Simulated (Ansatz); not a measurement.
Geometry optimisation, Ansatz, RKS PBE-D4/def2-SVP.

Input:

```yaml
crystal:
  periodic: [false, false, false]
  atoms:
    - { symbol: Zr, position_ang: [-0.233046, -0.204341, 0.153243] }
    - { symbol: F, position_ang: [-0.240126, 0.070374, 2.102821] }
    - { symbol: O, position_ang: [1.641543, -0.250407, -0.397218] }
    - { symbol: H, position_ang: [2.354319, -0.598755, -0.951886] }
    - { symbol: O, position_ang: [-1.255858, 1.152324, -0.757716] }
    - { symbol: H, position_ang: [-1.664244, 1.915541, -1.184277] }
    - { symbol: O, position_ang: [-1.025842, -1.920376, -0.219285] }
    - { symbol: H, position_ang: [-1.543982, -2.705114, -0.438387] }
    - { symbol: O, position_ang: [1.570561, 2.217659, 1.373254] }
    - { symbol: H, position_ang: [2.113816, 1.574873, 0.868599] }
    - { symbol: H, position_ang: [1.186058, 1.639323, 2.084551] }
basis:
  gaussian: { orbitals: def2-SVP }
hamiltonian:
  xc: pbe
  dispersion: d4
relax:
  f_tol: 0.03
  max_steps: 50
output:
  orbitals: {}
```

Command:

```bash
$ ansatz run input.yaml --threads 4 --pin off --max-ram 5120MiB --backend cpu --events-out ev --progress --plain --runs-dir out
```

Question: Where does it end, and by what steps?

Answer: The run converged. After 12 steps the energy has fallen by 0.345 eV; O9 moved furthest, 0.60 Å. Joined: Zr1–O9 (3.26 → 2.44 Å).

| step | energy less start (eV) | largest force component (eV/Å) | accepted |
| --- | --- | --- | --- |
| 0 | 0.0000 | 0.652 | yes |
| 1 | -0.0651 | 1.314 | yes |
| 2 | -0.1798 | 1.376 | yes |
| 3 | -0.2830 | 0.594 | yes |
| 4 | -0.2995 | 0.236 | yes |
| 5 | -0.3145 | 0.333 | yes |
| 6 | -0.3250 | 0.134 | yes |
| 7 | -0.3345 | 0.329 | yes |
| 8 | -0.3401 | 0.193 | yes |
| 9 | -0.3373 | 0.271 | no |
| 10 | -0.3429 | 0.031 | yes |
| 11 | -0.3435 | 0.124 | yes |
| 12 | -0.3446 | 0.025 | yes |

```xyz
11
Properties=species:S:1:pos:R:3
Zr -0.145 -0.015 0.293
F -0.366 -0.056 2.233
O 1.771 -0.156 -0.317
H 2.171 -0.850 -0.867
O -1.282 1.249 -0.632
H -1.601 2.019 -1.119
O -0.795 -1.760 -0.236
H -1.273 -2.561 -0.484
O 1.187 1.876 1.067
H 1.971 1.420 0.665
H 1.266 1.724 2.030
```

Whether the end is a true minimum wasn't checked by a vibrational analysis.

Run time: 22 s on 4 threads of Arm Neoverse V1, on a shared host, peak memory 0.18 GiB.
